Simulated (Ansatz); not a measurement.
CH$_{5}$ClGeOS (`O[CH](Cl)[GeH2][SH]`) from Hartree–Fock to CCSD(T)

Z-matrix (Å, degrees):
```
C
Cl 1 1.818
Ge 1 1.980 2 107.2
O 1 1.377 2 112.0 3 -119.0
H 1 1.092 2 104.2 3 118.6
S 3 2.220 1 108.4 2 177.7
H 3 1.532 1 109.7 2 62.1
H 3 1.534 1 107.8 2 -61.0
H 4 0.964 1 109.8 2 -68.7
H 6 1.344 3 93.3 1 59.2
```

The species carries charge 0 and has multiplicity 1. Correlated methods include outer-core shells of Ge, which these sets cover unevenly. Scalar relativity is left out up to krypton. The structure was optimised at the PBE0-D4/def2-TZVP level. It is one conformer, not always the lowest. Frozen core, restricted reference, the Gaussian-basis code of Ansatz.

| basis | HF (Eh) | MP2 corr. | CCSD corr. | (T) | CCSD(T) total |
| --- | --- | --- | --- | --- | --- |
| def2-SVP | ? | -0.82097 | ? | -0.02404 | ? |
| def2-TZVPP | -3048.12725 | -1.03659 | -1.08314 | ? | ? |
| def2-QZVPP | -3048.19839 | ? | – | – | – |

**Question.** Fill in the withheld values. (Estimate.)

**Answer.** Computed: def2-SVP HF (Eh): -3047.42536; def2-SVP CCSD corr.: -0.86617; def2-SVP CCSD(T) total: -3048.31557; def2-TZVPP (T): -0.04537; def2-TZVPP CCSD(T) total: -3049.25576; def2-QZVPP MP2 corr.: -1.36679.
